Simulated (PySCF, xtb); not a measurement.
C3H4BrF, SMILES F/C(Br)=C\C.

Harmonic wavenumbers (cm⁻¹) from GFN2-xTB in xtb at its own minimum, in rising order: 135, 192, 196, 306, 338, 459, 687, 819, 986, 1016, 1028, 1132, 1264, 1400, 1462, 1471, 1716, 3008, 3022, 3056, 3105.

Q: What does B3LYP-D3(BJ)/def2-SVP run with PySCF 2.14.0 give at its own minimum? (The exact figures need the calculation; the answer reports its results.)

A: 142, 193, 213, 341, 362, 541, 739, 827, 983, 1045, 1052, 1147, 1325, 1398, 1459, 1459, 1750, 3025, 3087, 3143, 3204. Paired by order, the mean absolute difference is 32 cm⁻¹ and the zero-point energies are 38.3 and 39.2 kcal/mol.
